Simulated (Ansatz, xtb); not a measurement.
## C5H5F2O+: 4 structures ranked

4 gas-phase structures of C5H5F2O+, from a drawn sample of its isomers (lower ones may exist). Each was relaxed with GFN2-xTB; where two conformers were screened, the lower at r2SCAN-D4/def2-SVP is listed:

A. `C=C[C@H](C#[O+])C(F)F`, a singlet
B. `FC(F)OC[c+]1cc1`, a singlet
C. `FCO[c+]1cc1CF`, a singlet
D. `C[c+]1cc1OC(F)F`, a singlet

Which do you expect lowest at r2SCAN-D4/def2-SVP, and how would the others follow?

Calculated order at r2SCAN-D4/def2-SVP: D (0.000), A (0.019), B (0.726), C (0.953) eV. Less than 1 kcal/mol parts D and A, so the order within that pair means little. CCSD(T)/def2-SVP + ΔMP2/def2-TZVPP after further relaxation puts A lowest instead.

Energies above the lowest of each column, in eV; the last columns are at PBE0-D3(BJ)/def2-SVP geometries and were run for some of them only (a dash: not run or not comparable):

```
structure  GFN2-xTB  HF/STO-3G  r2SCAN-D4/def2-SVP  PBE0-D3(BJ)/def2-SVP  CCSD(T)/def2-SVP + ΔMP2/def2-TZVPP
        D     0.000      0.000               0.000                 0.000                               0.390
        A     0.216      0.800               0.019                 0.098                               0.000
        B     0.853      1.041               0.726                 0.705                               0.993
        C     0.527      0.836               0.953                     –                                   –
```

CCSD(T)/def2-SVP + ΔMP2/def2-TZVPP puts A lowest of those it was run on; GFN2-xTB picks D, HF/STO-3G picks D, r2SCAN-D4/def2-SVP picks D, PBE0-D3(BJ)/def2-SVP picks D. CCSD(T)/def2-SVP + ΔMP2/def2-TZVPP orders those it was run on as A (0.000), D (0.390), B (0.993) eV. Flexible structures stand in one conformer each, not always the lowest. Frequencies (GFN2-xTB) were run for A, B, D alone. ΔMP2 is the change of the MP2 energy from the smaller to the larger basis.

Over these structures GFN2-xTB departs from r2SCAN-D4/def2-SVP by 0.200 eV on average once a common shift is removed. A GFN2-xTB relaxation took about 0.27 s and the r2SCAN-D4/def2-SVP energy about 1.8 s on a shared host (Ansatz 0.2.0, xtb 6.7.1).
